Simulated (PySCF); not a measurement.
# C4H3ClF5: g tensor and hyperfine couplings

Compound: C4H3ClF5 (doublet state).
SMILES with atom numbers: `[CH2:1][C@@H:2]([Cl:3])[C:4]([F:5])([F:6])[C:7]([F:8])([F:9])[F:10]` (hydrogens: H11, H12 on C1; H13 on C2)

Structure used (GFN2-xTB), in Å, numbered top down from 1:
```xyz
13
C4H3ClF5 angstrom
C      1.3758   -1.0425   -0.1492
C      0.9145    0.1901    0.4093
Cl     2.2500    1.5125    0.0771
C     -0.3517    0.7536   -0.2304
F     -0.6564    1.9745    0.2593
F     -0.2314    0.8902   -1.5672
C     -1.5736   -0.1738    0.0454
F     -2.7127    0.3662   -0.3663
F     -1.4340   -1.3501   -0.5672
F     -1.6875   -0.4193    1.3542
H      2.0453   -1.6623    0.4143
H      1.2292   -1.2523   -1.1923
H      0.8282    0.2137    1.4955
```

The hyperfine couplings belong to this conformer and change with its torsions.

Computed, not measured: UKS B3LYP, pcH-1 on C Cl F H, non-relativistic, mean-field spin-orbit, GIAO in PySCF 2.14.0. The structure is a single GFN2-xTB conformer in the gas phase; no vibrational or solvent corrections. Couplings are sensitive to structure, and on GFN2-xTB geometries they can be far from those on DFT ones. Stability of the SCF solution: not tested.

```
g1, g2, g3                      : 2.00096, 2.00215, 2.00615
g_iso                           : 2.00309
Form of g                       : rhombic: the two nearest values differ by 23 % of g3 − g1
⟨S²⟩                            : 0.7562 (exact 0.7500)
α and β electrons               : 45, 44
HOMO–LUMO gap, α and β orbitals : 6.42, 5.10 eV
Total energy                    : -1113.61759 Eh
```

Isotropic coupling and dipolar principal values T1 to T3, in MHz:

```
atom  isotope  a_iso  of which spin–orbit     T1     T2     T3  Mulliken spin population
  C1      13C   83.4                  0.0  -76.0  -75.2  151.1                      0.95
  C2      13C   -6.2                 -0.1   -6.3    0.5    5.8                     -0.07
 Cl3     35Cl   45.8                  1.6  -41.3  -37.9   79.2                      0.19
  C4      13C   12.3                  0.0   -1.3   -0.8    2.0                      0.00
  F5      19F    7.5                  0.1   -6.3   -3.7   10.0                      0.00
  F6      19F   -0.4                  0.1   -4.3   -1.6    5.9                      0.00
  C7      13C   -2.5                  0.0   -0.8   -0.5    1.3                      0.00
  F8      19F   -0.5                  0.0   -1.7   -0.4    2.1                      0.00
  F9      19F   63.0                  0.0  -18.1  -17.5   35.6                      0.00
 F10      19F    1.0                  0.0   -3.0   -1.2    4.2                      0.00
 H11       1H  -57.3                  0.0  -35.6   -1.8   37.4                     -0.04
 H12       1H  -56.7                  0.0  -35.4   -2.0   37.5                     -0.04
 H13       1H   20.5                  0.0   -6.2   -2.4    8.7                      0.01
```

Largest spin populations (Mulliken): C1 (+0.95), Cl3 (+0.19) and C2 (-0.07). The angles at C1 add up to 358.7°, so it is planar; its axial dipolar tensor and the negative couplings of its protons fit spin in a p orbital normal to that plane.

Under fast tumbling the dipolar parts average out, and these isotropic splittings remain: 1 × 1H (H11, I = 1/2, 2 lines) with 2.05 mT, 1 × 1H (H12, I = 1/2, 2 lines) with 2.02 mT, 1 × 35Cl (Cl3, I = 3/2, 4 lines) with 1.63 mT, 3 × 19F (F8/F9/F10, I = 1/2, 4 lines) with 0.76 mT, 1 × 1H (H13, I = 1/2, 2 lines) with 0.73 mT and 1 × 19F (F5, I = 1/2, 2 lines) with 0.27 mT.

Nuclei that the bonding pattern makes equivalent are averaged, as if the motion that swaps them (rotation, inversion, ring flip) were fast. H11 and H12 aren't averaged: C1 is flat or nearly so (angle sum 359°), and its turn about the short C1–C2 bond (1.43 Å) is taken as slow. The three 19F nuclei of mean +21.2 MHz run from -0.5 to 63.0 MHz in the frozen geometry.

Main isotope only: 35Cl (natural samples also hold 24 % 37Cl, magnetic too, which adds its own pattern).

The 13C coupling of C1 (83.4 MHz) shows only in satellite lines or after enrichment, since that isotope makes up about 1.07 % of natural carbon.
